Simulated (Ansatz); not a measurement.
Total energies of `C#Cc1ccc(C#Cc2ccc(C#Cc3ccc(C#Cc4ccccc4)cc3)cc2)cc1` from Ansatz at PBE0-D4/def2-TZVP, gas phase (1 Eh = 27.2114 eV = 2625.5 kJ/mol). The reference geometry is relaxed at PBE-D4/def2-SVP.

```json
{"state": "charge 0 singlet", "geometry": "reference", "energy (Eh)": "-1229.01397"}
{"state": "charge 1 doublet", "geometry": "reference", "energy (Eh)": "-1228.73967"}
{"state": "charge -1 doublet", "geometry": "reference", "energy (Eh)": "-1229.04501"}
{"state": "charge -1 doublet", "geometry": "relaxed at PBE-D4/def2-SVP", "energy (Eh)": "-1229.07628"}
{"state": "free C atom (triplet)", "geometry": "–", "energy (Eh)": "-37.80537"}
{"state": "free H atom (doublet)", "geometry": "–", "energy (Eh)": "-0.50104"}
```

Single mean-field runs in def2-TZVP are fitted with def2-universal-jkfit.

Q: Work out the vertical ionisation energy to the doublet.

A: E(charge 1 doublet) − E(charge 0 singlet) = -1228.73967 − (-1229.01397) = 0.27430 Eh = 7.46 eV. For comparison, −ε of the highest occupied level is 6.47 eV at this level, 0.99 eV less.

Q: Work out the vertical electron affinity, to the doublet.

A: E(charge 0 singlet) − E(charge -1 doublet) = -1229.01397 − (-1229.04501) = 0.03104 Eh = 0.84 eV. The basis lacks diffuse functions, which makes affinities too small.

Q: Give the fundamental gap IE − EA, the Mulliken electronegativity (IE + EA)/2 and the hardness (IE − EA)/2.

A: From the values in Eh: IE − EA = 0.27430 − 0.03104 = 0.24326 Eh = 6.62 eV; (IE + EA)/2 = 4.15 eV; (IE − EA)/2 = 3.31 eV. The HOMO–LUMO gap of the same run is 4.74 eV, 1.88 eV smaller than the fundamental gap.

Q: How much does the charge -1 doublet relax, and what is the adiabatic electron affinity?

A: Relaxation: -1229.04501 − (-1229.07628) = 0.03127 Eh = 0.85 eV. Adiabatic electron affinity: 0.06231 Eh = 1.70 eV, without zero-point energy. 

Q: What is the binding energy per atom against free atoms?

A: Atoms: 32 × (-37.80537) + 18 × (-0.50104) = -1218.79056 Eh. Binding: -1218.79056 − (-1229.01397) = 10.22341 Eh = 278.19 eV, or 5.56 eV for each of 50 atoms (no zero-point energy, no counterpoise term).

At PBE0-D4/def2-TZVP the highest occupied level of the charge -1 doublet lies above zero (up to 0.10 eV). By energy differences its removal costs 0.84 eV (vertical, to the charge 0 singlet, at PBE0-D4/def2-TZVP); self-interaction error and the lack of diffuse functions both raise the level.
